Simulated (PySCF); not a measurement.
## MB cations for M along the fifth-period p block

CCSD(T) with double-zeta basis sets in PySCF, for the lowest determinant that a PBE0 search found; no spin–orbit coupling. De refers to high-spin ground-configuration atoms (the charge goes to the atom of lower measured ionisation energy or higher electron affinity, which is not always the lowest computed limit).

| M | basis | reference, frozen orbitals | charged atom | state (unpaired electrons) | Re (Å) | ωe (cm⁻¹) | De (eV) |
| --- | --- | --- | --- | --- | --- | --- | --- |
| In | def2-SVP | UHF, 5 | In+ | doublet (σ ↑) | 2.993 | 183 | 0.53 |
| Sn | cc-pVDZ-PP/cc-pVDZ | UHF, 5 | Sn+ | triplet (σ ↑, π ↑) | 2.438 | 373 | 1.62 |
| Sb | cc-pVDZ/cc-pVDZ-PP | UHF, 5 | B+ | quartet (σ ↑, π ↑↑) | 2.254 | 451 | 1.94 |
| I | x2c-SVPall | UHF, 19 | B+ | doublet (σ ↑) | 1.972 | 801 | 2.66 |

The shortest bond is that of BI⁺ (1.972 Å), the longest that of InB⁺ (2.993 Å). BI⁺ is bound most strongly (2.66 eV) and InB⁺ least (0.53 eV).

The rows differ in basis set, which adds steps of its own.

The state changes along the series, so neighbouring rows are not always alike in their bonding.

Correlated steps freeze the inner cores (5 to 19 orbitals); shallow outer-core shells are correlated. Correlated levels converge slowly with the basis: in double zeta they bind strong bonds too weakly, by up to about 1 eV, and carry superposition errors of some tenths. These are scalar-relativistic numbers at best; spin–orbit coupling would shift them, the dissociation energy most. For an ion De counts to the pair picked by the measured ionisation energies or electron affinities, which need not be the lowest pair at this level. States were picked by a PBE0 search and need not be the measured ground states.
